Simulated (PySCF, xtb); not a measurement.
Ga(Cl)2(NHMe) (CH4Cl2GaN), SMILES C[NH][Ga]([Cl])[Cl]. Other conformers were not sampled.

Harmonic wavenumbers (cm⁻¹) from xtb with GFN2-xTB at its own minimum, in rising order: 79, 92, 102, 119, 134, 241, 328, 395, 403, 537, 1017, 1072, 1101, 1278, 1410, 1471, 1486, 2928, 2949, 2979, 3341.

Question: What does B3LYP-D3(BJ)/def2-SVP (PySCF) give at its own minimum? (An estimate is asked for; the answer gives what the named calculation found.)

Answer: 94, 97, 123, 135, 156, 301, 392, 453, 460, 664, 1088, 1134, 1139, 1378, 1452, 1467, 1492, 2991, 3048, 3115, 3596. Paired by order, the mean absolute difference is 63 cm⁻¹ and the zero-point energies are 33.5 and 35.4 kcal/mol.
